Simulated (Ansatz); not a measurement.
The first iterations of a band of Cl3H6NOSiTi (13 atoms, charge 0, multiplicity 1).

Method: RKS PBE/def2-SVP in Ansatz 0.2.0.

* movable images: 9
* climbing image: yes
* spring: 5.0 eV/Å²
* optimiser: quadratic models (default)
* start path: through a guess of the saddle point
* force threshold: 0.05 eV/Å
* iteration limit: 60
* end points: relaxed

Initial state:

```xyz
13
Properties=species:S:1:pos:R:3
Ti 0.025 -0.083 0.227
O -0.532 -0.123 1.945
H -1.209 0.534 2.202
Cl 1.979 0.917 -0.203
Cl -1.341 1.567 -0.394
Cl -0.737 -1.677 -1.156
N 1.284 -1.864 1.112
H 0.980 -2.661 0.533
Si 3.080 -1.804 1.316
H 3.538 -3.074 1.986
H 3.704 -1.711 -0.040
H 3.404 -0.639 2.198
H 0.800 -1.956 2.019
```

Final state:

```xyz
13
Properties=species:S:1:pos:R:3
Ti 0.293 -0.500 -0.227
O 0.117 -0.661 2.094
H -0.113 0.266 2.322
Cl 0.497 -0.368 -2.418
Cl 0.033 1.674 0.330
Cl -1.457 -1.917 -0.033
N 1.958 -1.231 0.173
H 2.530 -1.386 -0.670
Si 2.755 -1.705 1.690
H 4.113 -2.223 1.293
H 2.944 -0.538 2.617
H 2.016 -2.804 2.398
H -0.712 -1.181 2.174
```

| iteration | highest image above the first end (eV) | largest band force component (eV/Å) |
| --- | --- | --- |
| 1 | 14.335 | 28.767 |
| 2 | 3.213 | 7.283 |
| 3 | 1.631 | 3.147 |
| 4 | 1.238 | 1.407 |
| 5 | 1.156 | 1.286 |
| 6 | 1.122 | 0.910 |
| 7 | 1.072 | 0.755 |
| 8 | 1.034 | 0.842 |
| 9 | 1.007 | 0.433 |
| 10 | 1.008 | 0.311 |

Question: Does the band converge within its limit, and where does its top end?

Answer: The forces met the threshold. It ended after 31 iterations with the highest image 0.942 eV above the first end. The profile has 2 maxima (images 2, 7) with wells between them (image 3): this band takes more than one step, which may be the mechanism or a detour left from its start path. A structure lower than the first end lies on the path between it and the top, so the climb from that side starts below the end, which may itself be a saddle point or a shallow side well. A vibrational analysis at the climbing image gives one clearly imaginary mode, 53i cm⁻¹, and a faint second one (37i cm⁻¹) that may be numerical noise or a soft torsion: probably a first-order saddle point. The orbitals stay closed-shell, which can raise the energy where a bond breaks towards radicals; this wasn't checked here.

Run time: 12 min on 4 threads of Arm Neoverse V2, with other jobs on the host, peak memory 0.33 GiB.
